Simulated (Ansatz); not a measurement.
CH4OZn, charge +1, quartet, at a GFN2-xTB geometry of the parent state (such geometries of metal compounds can be far from the true shape) (a state made from the parent by changing its charge; the spin is typed, not shown lowest); Ansatz (an electronic-structure program) with PBE/STO-3G.

Here is a job for Ansatz.
Ansatz 0.2 input:
```yaml
crystal:
  periodic: [false, false, false]
  atoms:
    - {symbol: Zn, position_ang: [-0.01725634, 0.01469602, 0.17610893]}
    - {symbol: C, position_ang: [-0.16999058, 1.58529776, -1.03868649]}
    - {symbol: H, position_ang: [-0.89438198, 2.31293583, -0.69757834]}
    - {symbol: H, position_ang: [-0.47857034, 1.23277719, -2.01677520]}
    - {symbol: H, position_ang: [0.78322230, 2.08823604, -1.14561464]}
    - {symbol: O, position_ang: [0.23277667, -1.66790958, 0.45013089]}
    - {symbol: H, position_ang: [0.26515014, -2.24333970, 1.20777220]}
basis:
  gaussian:
    orbitals: STO-3G
hamiltonian:
  xc: pbe
total_charge: 1
magnetization: {spin_polarized: true, initial_magnetization: 3}
```

Task: Write the output that Ansatz gives for this input, abridged.

Result: 
```
Functional definition: PBE
352 factors; integrals over basis functions are off by at most 6.2e-4 eV
mean field evaluation 1: about -50059.2934 eV, gradient 1.8e2 eV
mean field evaluation 2: about -50636.6891 eV, gradient 7.4e1 eV
mean field evaluation 4: about -50068.6812 eV, gradient 1.8e2 eV
mean field evaluation 8: about -50679.4239 eV, gradient 1.2e2 eV
mean field evaluation 16: about -50944.9104 eV, gradient 1.1e-1 eV
mean field evaluation 32: about -50944.7585 eV, gradient 3.4e-5 eV
mean field evaluation 64: about -50944.7523 eV, gradient 3.2e-1 eV
mean field evaluation 96: about -50942.8170 eV, gradient 7.4e0 eV
mean field evaluation 128: about -50944.7489 eV, gradient 9.6e-2 eV
mean field evaluation 160: about -50944.6994 eV, gradient 8.2e-2 eV
mean field -50944.75845783 eV, -1872.1853417278 hartree, gradient 4.0e-6 eV, S^2 3.752540; 10 other end points of the search recorded, 0 dependent functions left out
reference -50944.75848175 eV, -1872.1853426067 hartree; 25, 22 occupied and 7, 10 virtual orbitals, 352 factors
Total energy: -50944.75848175 eV, -1872.1853426067 hartree
```
